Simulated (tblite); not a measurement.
C₃H₆N₂Si.
Atom-mapped SMILES: `[CH3:1]/[CH:2]=[N:3]/[SiH2:4][C:5]#[N:6]` (hydrogens: H7, H8, H9 on C1; H10 on C2; H11, H12 on Si4)

Structure optimised with GFN2-xTB, isolated species.

**Question.** List the bond lengths, angles and torsions at this level.

**Answer.** 
```json
{"bond": "C1–C2", "length (Å)": "1.486"}
{"bond": "C2=N3", "length (Å)": "1.251"}
{"bond": "N3–Si4", "length (Å)": "1.710"}
{"bond": "Si4–C5", "length (Å)": "1.869"}
{"bond": "C5≡N6", "length (Å)": "1.145"}
{"bond": "C1–H7, C1–H8, C1–H9", "length (Å)": "1.088"}
{"bond": "C2–H10", "length (Å)": "1.099"}
{"bond": "Si4–H11", "length (Å)": "1.459"}
{"bond": "Si4–H12", "length (Å)": "1.469"}
```

Bonds in one row agree within 0.01 Å and their mean is given. A selection of angles:
```json
{"angle": "C2–C1–H7", "degrees": "109.7"}
{"angle": "C2–C1–H8", "degrees": "110.6"}
{"angle": "H7–C1–H8", "degrees": "109.9"}
{"angle": "H7–C1–H9", "degrees": "107.6"}
{"angle": "C1–C2–N3", "degrees": "122.0"}
{"angle": "C1–C2–H10", "degrees": "114.9"}
{"angle": "N3–C2–H10", "degrees": "123.1"}
{"angle": "C2–N3–Si4", "degrees": "137.2"}
{"angle": "N3–Si4–C5", "degrees": "102.1"}
{"angle": "N3–Si4–H11", "degrees": "104.9"}
{"angle": "N3–Si4–H12", "degrees": "120.5"}
{"angle": "C5–Si4–H11", "degrees": "109.2"}
{"angle": "C5–Si4–H12", "degrees": "105.9"}
{"angle": "H11–Si4–H12", "degrees": "113.4"}
{"angle": "Si4–C5–N6", "degrees": "178.3"}
```

Dihedral angles: C1–C2–N3–Si4 180° (antiperiplanar); C2–N3–Si4–C5 121° (anticlinal). The mirror-image conformer, all signs reversed, is as good.

Si4 (SiH2 silicon) is distorted tetrahedral (angles from 102.1° to 120.5°). The C–N distances run from 1.145 Å (C5≡N6, drawn triple) to 1.251 Å (C2=N3, drawn double), a spread of 0.106 Å.

Point group: C1 (no symmetry element, even within 0.4 Å). Its GFN2-xTB frequencies are all real (lowest 60 cm⁻¹). The numbers are those of one conformer.

The run took 1.1 s on one thread, Arm Neoverse N1 (aarch64), no GPU, shared host. These figures are those of the optimisation.

All values are computed, not measured.
